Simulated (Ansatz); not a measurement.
A nudged elastic band was laid between two geometries of C₂H₇AlNSb (12 atoms, charge 0, multiplicity 1).

Level of theory: Ansatz, RKS PBE-D4/def2-SVP.

```
movable images  : 1
climbing image  : no
spring          : 5.0 eV/Å²
optimiser       : quadratic models (default)
start path      : through a guess of the saddle point
force threshold : 0.05 eV/Å
iteration limit : 60
end points      : relaxed
```

First end point:

```xyz
12
Properties=species:S:1:pos:R:3
N -0.694 1.337 0.464
C 0.300 0.457 0.090
Al 2.123 0.485 0.814
C 0.124 -0.602 -0.770
Sb -1.730 -1.134 -1.771
H -0.554 1.884 1.313
H -1.670 1.051 0.310
H 3.223 -0.423 0.094
H 2.457 1.356 2.125
H 0.999 -1.200 -1.074
H -1.767 -2.733 -1.086
H -2.734 -0.532 -0.475
```

Last end point:

```xyz
12
Properties=species:S:1:pos:R:3
N -0.695 1.343 0.460
C 0.300 0.463 0.086
Al 2.121 0.482 0.815
C 0.123 -0.596 -0.772
Sb -1.733 -1.130 -1.768
H -0.553 1.889 1.311
H -1.670 1.053 0.313
H 2.450 1.334 2.138
H 3.223 -0.417 0.087
H 0.998 -1.193 -1.080
H -1.756 -2.736 -1.099
H -2.731 -0.547 -0.458
```

Task: What changes between the two ends?

Result: No bond is made or broken. The dihedral C4–C2–Al3–H9 goes from -163 to 15°. The two ends are copies of one structure, up to a mirror image or an exchange of like atoms.

Task: What energy profile does the band end with?

Result: The forces met the threshold. The highest image is number 1 of 0 to 2, 0.8 kcal/mol above the ends, which have the same energy within 2 meV. The dihedral C4–C2–Al3–H9 jumps by 93° between images 0 and 1, so the path isn't resolved there. No image climbed, so the highest image needn't sit at the top of the path. A band with more images between the same ends climbed to 0.13 eV, so this one has probably stepped over the top. So few images can step over the top or miss a turn of the path.

```json
{"image": "0", "path coordinate (Å)": "0.00", "energy (kcal/mol)": "0.0", "dihedral C4–C2–Al3–H9 (°)": "-163"}
{"image": "1", "path coordinate (Å)": "3.93", "energy (kcal/mol)": "0.8", "dihedral C4–C2–Al3–H9 (°)": "-70"}
{"image": "2", "path coordinate (Å)": "7.86", "energy (kcal/mol)": "0.0", "dihedral C4–C2–Al3–H9 (°)": "15"}
```

Task: What is the geometry of the highest image?

Result: 
```xyz
12
Properties=species:S:1:pos:R:3
N -0.599 1.825 0.268
C 0.136 0.712 0.471
Al 2.016 0.222 0.633
C -0.123 -0.548 -0.033
Sb -1.708 -1.067 -1.446
H -0.255 2.740 0.548
H -1.491 1.804 -0.238
H 3.093 0.889 -0.350
H 2.419 -0.843 1.753
H 0.427 -1.416 0.390
H -1.049 -2.647 -1.713
H -2.788 -1.727 -0.250
```

Time of the run: 44 s on 2 threads of Intel(R) Xeon(R) Platinum 8488C (Sapphire Rapids), with other jobs on the host, peak memory 0.19 GiB.
